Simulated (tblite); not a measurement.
HBFO (SMILES [OH+]=BF), charge +1, singlet, at a GFN2-xTB geometry; GFN1-xTB run with tblite 0.6.0.

Input for tblite:
```
$ tblite run mol.xyz --method gfn1 --charge 1 --spin 0 --efield 0,0,0.1 --json tblite.json --no-restart

# file mol.xyz
4

O     -0.00000000    -0.00000000    -1.17560346
B      0.00000000     0.00000000     0.02998249
F      0.00000000     0.00000000     1.26671985
H     -0.00000000    -0.00000000    -2.14556344
```

What the program printed (banner, timings and long lists left out):

```
xTB calculator
 | screened Coulomb repulsion
 | Coulomb electrostatics
 |  * isotropic Klopman-Ohno-Mataga-Nishimoto electrostatics
 |  * onsite third-order electrostatics
 | DFT-D3(BJ) dispersion correction
 | Interactions (1)
 | [1] electric field

halogen bonding energy    0.0000000000000E+00 Eh
repulsion energy          1.1491977823845E-01 Eh
dispersion energy        -4.6892127762332E-04 Eh
interaction energy        0.0000000000000E+00 Eh
number of electrons       1.6000000000000E+01 e
integral cutoff           2.1261634374110E+01 bohr

------------------------------------------------------------
  cycle        total energy    energy error   density error
------------------------------------------------------------
      1     -10.93769090076  -1.1052142E+01   5.1369959E-01
      2     -11.31882309524  -3.8113219E-01   2.1870513E-01
      3     -11.32115307078  -2.3299755E-03   1.1865459E-01
      4     -11.32098484255   1.6822823E-04   2.1468012E-02
      5     -11.32177282569  -7.8798314E-04   5.7175511E-03
      6     -11.32171651855   5.6307139E-05   7.0008730E-03
      7     -11.32185399842  -1.3747986E-04   1.3929466E-04
      8     -11.32185404259  -4.4173509E-08   4.3409453E-05
      9     -11.32185404709  -4.5011710E-09   2.0335040E-06
------------------------------------------------------------

electronic energy        -1.1436304904052E+01 Eh
total energy             -1.1321854047091E+01 Eh

Post processing:
 | Mayer-Wiberg bond orders

[Info] JSON dump of results written to 'tblite.json'
```
